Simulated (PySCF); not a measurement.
Two-dimensional NMR puzzle

Compound of formula C6H12BNO. Correlations simulated from computed shifts and the bond graph:

HSQC (one-bond C–H):
```csv
δH,δC
8.45,164.8
6.25,138.2
5.32,125.4
1.86,19.2
0.91,11.5
```

COSY cross peaks (H two or three bonds apart, from the bond graph; peaks can be absent where the dihedral angle is near 90°):
```csv
δH,δH
6.25,5.32
5.32,1.86
```

HMBC (two and three bonds, from the bond graph):
```csv
δH,δC
8.45,138.2
6.25,"164.8, 125.4, 19.2"
5.32,"138.2, 19.2"
1.86,"138.2, 125.4"
0.91,11.5
```

Method: shielding tensors at PBE/pcSseg-1 (GIAO), structure optimised with PBE0-D3(BJ)/def2-SVP, in PySCF (rapidly exchanging positions averaged, single conformer, no solvent, no relativistic terms).

References, each an isolated molecule treated in the same way: TMS for 1H, 13C.

Exchangeable hydrogens are left out of these lists.

**Question.** Assemble the structure.

**Answer.** `CB(N(/C=C/C)C=O)C`.

Numbering as in the mapped SMILES `[CH3:1]/[CH:2]=[CH:3]/[N:4]([CH:5]=[O:6])[B:7]([CH3:8])[CH3:9]` (H(Xn): hydrogen on atom n).

1. δC 164.8 is C5, an amide carbonyl carbon (δH 8.45).
2. δC 138.2 is C3, an alkene carbon bearing nitrogen (δH 6.25).
3. δC 125.4 is C2, a β carbon of an enol-ether or enamine type C=C (δH 5.32).
4. δC 19.2 is C1, an allylic methyl carbon (δH 1.86).
5. δC 11.5 is C8/C9, a methyl carbon bonded to B (δH 0.91).
6. COSY links 6.25–5.32, 5.32–1.86.

The shifts were computed for this structure.

A carbon bonded to boron is broadened by the quadrupolar boron nucleus and is often missing from a measured spectrum. Shifts are as computed. Against solution values, carbons near 30 ppm lie about +2 ppm off and those near 130 ppm about +2 ppm. Of 1309 compounds with measured shifts, 239 miss one by over three times the rms of a fit or turn the order of signals round; such compounds aren't used in these exercises.
